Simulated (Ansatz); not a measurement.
CH6AlBFNO. Charge 0, multiplicity 1. The bonds changed during the relaxation, so this is another structure than the one it started from.

```xyz
12

B    -1.007    2.220    0.021
Al    0.116    0.638   -0.846
O    -0.690   -0.978   -0.994
C    -0.094   -1.607    0.007
N     0.959   -0.668    0.518
F    -0.941   -1.819    1.083
H    -1.959    2.712   -0.520
H    -0.747    2.719    1.084
H     1.262    0.910   -1.925
H     0.323   -2.590   -0.248
H     1.895   -0.988    0.298
H     0.882   -0.550    1.523
```

(1) What are the harmonic wavenumbers in cm⁻¹ at PBE0-D4/def2-TZVP (Ansatz, finite differences of forces, unscaled)? (Estimate.)

(2) Is this a minimum?

(3) Give the ideal-gas thermochemistry at 298.15 K and 1 bar (rigid rotor, harmonic oscillator; point group C1, symmetry number 1).

(4) Rotational constants (cm⁻¹)?

Results:

(1) The calculation gave: 40, 120, 138, 175, 350, 418, 448, 455, 537, 546, 607, 671, 700, 759, 852, 901, 969, 1025, 1161, 1197, 1272, 1365, 1383, 1609, 1873, 2546, 2616, 3042, 3524, 3611.

(2) Yes, all 30 modes are real.

(3) Zero-point energy 208.8 kJ/mol; H(298) − E = 232.2 kJ/mol; entropy 366.3 J/(mol·K), of which translation 166.9, rotation 114.2, vibration 85.2; G(298) − E = 123.0 kJ/mol. Modes under 100 cm⁻¹ are hindered rotations or soft bends, so the harmonic entropy is rough.

(4) 0.1569, 0.06681, 0.063.
